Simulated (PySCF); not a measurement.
Harmonic spectrum computed at B3LYP in the def2-SVPD basis family (core potentials from Rb on, PySCF, no spin–orbit coupling):

```
ω (cm⁻¹)  IR (km/mol, summed over degenerate members)  degeneracy
     146                                         52.2           2
     407                                          0.0           1
     538                                         45.5           1
```

**Question.** Which molecule gave it? In each, all ligands are bound to the one heavy central atom.
A. SnO₂⁻ (doublet)
B. AgO₂⁻ (triplet)
C. PtO₂⁻ (doublet)
D. CuO₂⁻ (triplet)

**Answer.** B. It has D∞h symmetry with Ag–O 1.983 Å (×2).
